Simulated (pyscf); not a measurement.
allyl (•H₂C–CH=CH₂), doublet

Gas-phase minimum from PySCF at ωB97X-D3(BJ)/def2-SVP, one conformer. Other isomers of •H₂C–CH=CH₂ were not searched in full and may lie lower. 

```xyz
8

C     -1.1581     0.5943    -0.1114
C     -1.1968    -0.7894    -0.0084
C     -0.0968    -1.6228    -0.1570
H     -0.2188     1.1154    -0.3237
H     -2.0585     1.2009     0.0156
H     -2.1660    -1.2577     0.2059
H      0.8947    -1.2108    -0.3716
H     -0.1871    -2.7082    -0.0650
```
Charge 0, spin multiplicity 2.

Bonded distances (Å): C1–C2 1.388, C1–H4 1.095, C1–H5 1.093, C2–C3 1.388, C2–H6 1.098, C3–H7 1.095, C3–H8 1.093. Angles (°): C2–C1–H4 120.8, C2–C1–H5 121.4, H4–C1–H5 117.7, C1–C2–C3 124.6, C1–C2–H6 117.7, C3–C2–H6 117.7, C2–C3–H7 120.8, C2–C3–H8 121.4, H7–C3–H8 117.7.

Properties at ωB97X-D3(BJ)/def2-SVP:

```yaml
harmonic_wavenumbers_unscaled: 429, 536, 559, 795, 819, 930, 1022, 1040, 1194, 1275, 1406, 1512, 1515, 3168, 3171, 3183, 3282, 3283 cm⁻¹
zero_point_energy: 41.6 kcal/mol
rotational_symmetry_number: 2
Entropy of this conformer at 298 K and 1 atm, rigid rotor and harmonic oscillator, modes under 100 cm⁻¹ raised to 100: 257.6 J/(mol K)
dipole_moment: 0.06 D
Spin expectation value S2: 0.796
```

Single-point totals, which compare only within one level (frozen core for MP2 and CC):

```csv
level,total energy (hartree)
ωB97X-D3(BJ)/def2-TZVP,-117.36034
PBE/def2-TZVP,-117.13430
r²SCAN/def2-TZVP,-117.22854
B3LYP-D3(BJ)/def2-TZVP,-117.31733
PBE0-D3(BJ)/def2-TZVP,-117.15513
M06-2X/def2-TZVP,-117.23442
ωB97M-D3(BJ)/def2-TZVP,-117.32877
UHF/def2-TZVPP,-116.51374
MP2/def2-TZVPP,-116.96894
CCSD/def2-TZVPP,-117.01285
CCSD(T)/def2-TZVPP,-117.03388
```

The CCSD(T) − MP2 part came from Ansatz, without density fitting, on the same reference. A UHF reference is spin-contaminated (<S²> up to 0.96), which harms MP2 most.
